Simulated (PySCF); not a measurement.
# Dipole moment and polarisability of (CH3)3CCHF2

(CH3)3CCHF2, C₅H₁₀F₂.
Cartesian coordinates in Å at the PBE0-D3(BJ)/def2-SVP level; atoms count from 1:
```xyz
17
C5H10F2 angstrom
C     -1.0343   -0.7034   -1.0742
C     -0.1748    0.0290   -0.0433
C      0.9941    0.7400   -0.7248
C      0.3412   -0.9447    1.0159
C     -1.0264    1.0823    0.6554
F     -2.0843    0.5112    1.2787
F     -1.5230    1.9716   -0.2375
H     -0.4364   -1.4667   -1.5945
H     -1.8867   -1.2036   -0.5923
H     -1.4285   -0.0044   -1.8260
H      0.6376    1.4632   -1.4725
H      1.6165    1.2823    0.0053
H      1.6388    0.0083   -1.2343
H      0.9846   -1.7061    0.5500
H     -0.4888   -1.4590    1.5215
H      0.9394   -0.4260    1.7826
H     -0.4511    1.6473    1.4122
```

Level: CAM-B3LYP/def2-SVPD (PySCF), static field, nuclei fixed, core orbitals frozen in the response. The polarisability tensor in these axes (au):

```
x   63.72  0.36  0.23
y    0.36 63.34 -0.54
z    0.23 -0.54 63.59
```

Problem. Diagonalise the tensor; give its mean and Δα, where Δα² is half the sum of the squared differences of the eigenvalues.

Solution. Principal values 62.73, 63.89 and 64.03 au; mean 63.55 au = 9.42 Å³ = 10.48 × 10⁻⁴⁰ C²·m²/J; Δα = 1.23 au (2 % of the mean).

Problem. What is the dipole moment, and where does it point?

Solution. (2.07, -0.78, 0.02) D, 2.22 D in size, pointing from the negative to the positive side. Measured along this direction, the outermost atoms are F7 and F6 at the negative end and H14 and H13 at the positive end.

Problem. In a dilute gas of rigid molecules at 500 K, how does the orientational term μ²/3kT compare with the electronic polarisability?

Solution. In Gaussian units μ²/3kT = 23.71 Å³ against 9.42 Å³, a ratio of 2.52; the Debye molar polarisation (4π/3)N_A(α + μ²/3kT) is 83.6 cm³/mol, leaving out the vibrational part.

Problem. Find the Langevin capture rate constant for O2+ (31.990 u) meeting this molecule (108.075 u), k = 2.342 × 10⁻⁹ cm³/s × √(α in Å³ / reduced mass in u).

Solution. The reduced mass is 24.68 u, so k = 1.45 × 10⁻⁹ cm³/s. The formula leaves out the permanent dipole, which adds to the capture rate.

Problem. What are the principal values of the traceless quadrupole moment, Θ = ½Σq(3rr − r²1), about the centre of nuclear charge?

Solution. -3.10, -1.43, 4.52 D·Å. The values depend on the origin, since the dipole doesn't vanish. The electronic extent ⟨r²⟩ about the same centre is 758 bohr², a root-mean-square distance of 1.91 Å for the 58 electrons.

Problem. Form Σ f/ω² (atomic units) for the 10 lowest TDDFT singlets, given as eV and f, and set it beside the mean polarisability, which is this sum over all singlets: 8.97, 0.0685; 9.43, 0.0586; 9.46, 0.0834; 9.74, 0.0012; 9.79, 0.0594; 9.93, 0.0114; 10.01, 0.0037; 10.29, 0.0087; 10.30, 0.0041; 10.42, 0.0441.

Solution. They add up to 2.78 au, 4.4 % of the 63.55 au; the largest single term is 0.69 au, from the state at 9.46 eV. Terms in order: 0.63, 0.49, 0.69, 0.01, 0.46, 0.09, 0.03, 0.06, 0.03, 0.30 au. Higher excitations give the rest. The strengths listed sum to 0.343.

Problem. Refractivity n − 1 of an ideal gas of it at 350 K and 1 atm, from the electronic α?

Solution. N = p/kT = 2.0968 × 10¹⁹ cm⁻³, so n − 1 = 2π × N × 9.42 × 10⁻²⁴ cm³ = 1241 × 10⁻⁶ at long wavelengths, for an ideal gas.

Isolated species at its PBE0-D3(BJ)/def2-SVP geometry, gas phase.

These values come from a run that also computed excited states and ΔSCF ions. Hardware: an Arm Neoverse V1 with one thread (shared host). Cost: 5.5 min of wall time.
